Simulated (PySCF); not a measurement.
GeHMe2(NHEt), C₄H₁₃GeN.
Bonds: Ge1–C3, Ge1–C7, Ge1–N11, N11–C12, C12–C13. Hydrogens: H2 on Ge1; H4, H5, H6 on C3; H8, H9, H10 on C7; H14 on N11; H15, H16 on C12; H17, H18, H19 on C13.

Computed by this run: PBE0-D3(BJ)/def2-SVP geometry optimisation, gas phase in PySCF; density fitting, grid level 1; the optimiser is geomeTRIC in internal coordinates, started from a GFN2-xTB structure with every atom displaced at random (about 0.03 Å).

Step 0: E = -62343.1514 eV
```
atom  x, y, z in Å  |  force x, y, z in eV/Å
Ge1     0.5786    0.9492    0.2616   -2.126   2.013  -1.107
H2      0.5543    1.0454    1.7572    0.355  -0.002   0.831
C3      2.2973    0.7053   -0.4739    2.718  -0.048   0.617
H4      2.4525    0.6884   -1.5453   -0.577  -0.008  -0.742
H5      2.7456   -0.2519   -0.1154   -0.178   0.364  -0.005
H6      3.0183    1.5188   -0.1417   -0.778  -0.677   0.005
C7     -0.2585    2.6607   -0.4956   -0.336  -0.394   2.471
H8      0.3350    3.5572   -0.2233   -0.085  -0.275  -0.033
H9     -1.3089    2.8092   -0.0779    1.130  -0.273  -0.400
H10    -0.3209    2.6170   -1.5519   -0.076  -0.133  -1.582
N11    -0.6849   -0.3323   -0.0654    0.250  -0.040  -0.695
C12    -0.4246   -1.6773    0.3917   -2.537  -0.235  -1.003
C13    -1.8531   -2.3810    0.5181    4.850  -1.300   2.622
H14    -1.1326   -0.3156   -0.9885    0.250   0.074   0.369
H15     0.1886   -2.2885   -0.3088    0.184   0.099   0.305
H16     0.0678   -1.5720    1.3584    0.174  -0.470   0.413
H17    -2.4020   -1.8234    1.2218   -1.284   0.923   0.836
H18    -1.6293   -3.3905    0.9662   -0.537   0.493  -0.323
H19    -2.2860   -2.5254   -0.4026   -1.398  -0.109  -2.579
```

Q: Estimate the geometry and energy of step 1. (The exact step hangs on the optimiser's Hessian estimate; all steps are aligned on step 0, rigid shifts and turns removed.)

A: E = -62343.8002 eV, largest force 0.849 eV/Å
```
atom  x, y, z in Å  |  force x, y, z in eV/Å
Ge1     0.5396    1.0218    0.2535   -0.522   0.147  -0.014
H2      0.5908    1.1197    1.7985    0.160  -0.059  -0.059
C3      2.3148    0.7191   -0.4802    0.682  -0.216   0.014
H4      2.3757    0.6952   -1.5799   -0.294   0.009   0.017
H5      2.7455   -0.2292   -0.1152   -0.110   0.023   0.001
H6      3.0089    1.5111   -0.1519   -0.115   0.051   0.069
C7     -0.2250    2.6550   -0.4830    0.049   0.018  -0.001
H8      0.3879    3.5300   -0.2190    0.019  -0.017  -0.051
H9     -1.2309    2.8045   -0.0699   -0.078   0.007  -0.019
H10    -0.2943    2.5909   -1.5803    0.000   0.039   0.032
N11    -0.7138   -0.2953   -0.0774    0.283  -0.363   0.233
C12    -0.4858   -1.6579    0.3906   -0.613   0.056  -0.174
C13    -1.7997   -2.4403    0.5411    0.819   0.140   0.173
H14    -1.1307   -0.2717   -1.0032    0.007   0.004  -0.046
H15     0.1804   -2.2418   -0.2767    0.177   0.025   0.095
H16    -0.0113   -1.6061    1.3835    0.178   0.014  -0.023
H17    -2.4501   -1.8986    1.2390   -0.291   0.017  -0.167
H18    -1.6050   -3.4427    0.9615   -0.024   0.055  -0.090
H19    -2.2598   -2.5703   -0.4464   -0.330   0.048   0.011
```

The energy changes by -0.6488 eV. The first-order estimate −F·Δx gives -1.1985 eV and the mean of the old and new forces, exact on a quadratic surface, -0.6463 eV. The step makes an angle of 63° with the force vector and moves no atom by more than 0.093 Å.

What follows is the cost of the whole optimisation. On one thread of an Intel Xeon at 2.50 GHz, no GPU (shared host), this took 3.5 min of wall time and 0.67 GiB of memory at its peak.
